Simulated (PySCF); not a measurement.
## Two-component Hartree-Fock for Rb⁹⁺ (rubidium, charge +9)

Start: [Ar] 3d10. Calculated with PySCF 2.14 in an even-tempered Gaussian basis (18 s from 0.53 bohr⁻², ratio 2.8; 13 p from 0.69 bohr⁻², ratio 2.8; 9 d from 0.69 bohr⁻², ratio 2.8; 4 f from 5 bohr⁻², ratio 3): generalised Hartree-Fock with the X2C-1e Hamiltonian and a Gaussian nucleus; spin-orbit coupling (SO) screened by Boettger's factors.

```csv
spinor shell,electrons,"ε, screened SO (eV)",weight of nominal j (screened SO),"rms radius, screened SO (bohr)"
1s1/2,2,-15449.1,1.000,0.0464
2s1/2,2,-2265.8,1.000,0.192
2p1/2,2,-2063.6,1.000,0.169
2p3/2,4,-2001.7,1.000,0.173
3s1/2,2,-494.24,1.000,0.542
3p1/2,2,-420.15,1.000,0.547
3p3/2,4,-410.28,1.000,0.557
3d3/2,4,-280.94,1.000,0.559
3d5/2,6,-279.26,1.000,0.562
```

| quantity | screened SO |
| --- | --- |
| E (hartree) | -2955.27404 |
| M_J | 0 |
| ⟨J²⟩ | 0.000 |
| ⟨L²⟩ | 0.004 |
| ⟨S²⟩ | 0.004 |

Breit and QED terms are absent; they matter most for the inner s and p1/2 levels.

Densities and radii are taken from the X2C orbitals without a picture-change correction, which distorts them close to the nucleus.
